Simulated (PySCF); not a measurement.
CH5BFNO.

```xyz
10

B      0.1867     0.2132     0.5099
F      0.8803    -0.0812     1.6208
N      0.0558    -0.7978    -0.4684
C     -0.6319    -0.7314    -1.7330
H      0.4963    -1.6889    -0.2654
H     -1.4645    -1.4548    -1.8041
H      0.0403    -0.9085    -2.5922
H     -1.0698     0.2691    -1.8768
O     -0.3296     1.4725     0.4322
H     -0.8208     1.6413    -0.3782
```

Coordinates come from a r2SCAN-D4/def2-SVP optimisation. The structure was generated by enumeration, and PubChem lists no compound with its InChIKey, so it may never have been made. Other conformers were not sampled.

All values below come from PBE/pcSseg-1 (PySCF). Non-relativistic, no solvent.

Give the absolute GIAO shielding of each atom: isotropic value and principal components (ppm). (An estimate is asked for; the answer gives what the named calculation found.)


| atom | σ(iso) | σ11 | σ22 | σ33 | span |
|---|---|---|---|---|---|
| B1 | 76.4 | 58.4 | 80.8 | 90.0 | 31.6 |
| F2 | 301.4 | 200.0 | 331.4 | 372.7 | 172.7 |
| N3 | 203.8 | 168.0 | 196.8 | 246.5 | 78.5 |
| C4 | 148.6 | 125.6 | 141.2 | 179.1 | 53.5 |
| H5 | 29.5 | 21.6 | 29.6 | 37.4 | 15.8 |
| H6 | 28.4 | 23.5 | 26.4 | 35.3 | 11.8 |
| H7 | 28.4 | 23.5 | 26.4 | 35.3 | 11.8 |
| H8 | 29.1 | 25.3 | 28.7 | 33.4 | 8.1 |
| O9 | 252.5 | 176.0 | 267.2 | 314.2 | 138.2 |
| H10 | 28.5 | 21.1 | 27.6 | 36.7 | 15.7 |
